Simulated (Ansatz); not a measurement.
Spin states of Cl2Zr (SMILES [Cl][Zr][Cl]), each relaxed at B3LYP-D3(BJ)/def2-TZVP; lowest solutions found, singlets restricted, no spin–orbit coupling, no relativity up to Kr.
Multiplicity 3 (charge 0, multiplicity 3):
```xyz
3

Zr     0.44208     0.03388    -0.08020
Cl    -0.49684     1.63820    -1.54606
Cl     0.02158    -1.62461     1.55595
```
Multiplicity 1 (charge 0, multiplicity 1):
```xyz
3

Zr     0.640     0.042    -0.105
Cl    -0.576     1.512    -1.417
Cl    -0.097    -1.506     1.452
```

Run with Ansatz (an electronic-structure program). Each number belongs to the level named beside it. In def2 rows elements past Kr take small-core potentials, without spin–orbit coupling.

The energy of multiplicity 1 less that of multiplicity 3 (kcal/mol) and the share of exact exchange:

```tsv
functional	exact exchange (%)	value
PBE/def2-TZVPP	0	12.31
PBE0/def2-TZVPP	25	16.53
BLYP/def2-TZVPP	0	9.90
B3LYP/def2-TZVPP	20	12.79
BHLYP/def2-TZVPP	50	17.20
r2SCAN/def2-TZVPP	0	21.51
r2SCANh/def2-TZVPP	10	22.05
```

**Question.** Take the value as linear in the share of exact exchange along PBE and PBE0. Give the slope, say whether the sign turns, and set the other functionals against that line.

**Answer.** 
Slope: (16.53 − (12.31))/2.5 = 1.69 kcal/mol for each 10 %. The line keeps its sign from 0 to 100 %. At 50 % it gives 20.7 kcal/mol. The LYP pair gives (17.20 − (9.90))/5 = 1.46 for each 10 %. BHLYP, at 50 %, lies -3.5 from the PBE line. B3LYP, at 20 %, lies -2.9 from the PBE line. r2SCAN, with none, stands 9.2 from PBE. The r2SCAN pair gives 0.54 for 10 %.
